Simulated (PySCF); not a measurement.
Correlation energy of Ni (nickel, neutral)

[Ar] 3d8 4s2, high-spin 3F determinant. All numbers are calculated (PySCF 2.14, the non-relativistic Hamiltonian (point nucleus), in pcseg-2 (6s4p3d2f1g, 56 functions)). Frozen: [Ar]; 10 electrons correlated.

MP2 pair energies summed by pair of shells (mhartree):

```
 pair   energy  share (%)
3d-3d  -218.99       78.5
3d-4s   -38.68       13.9
4s-4s   -21.43        7.7
```

Total MP2 correlation energy: -279.10 mhartree.

Same-spin part -99.54 and opposite-spin part -179.56 mhartree; SCS-MP2 scales them by 1/3 and 6/5 to -248.65 mhartree.
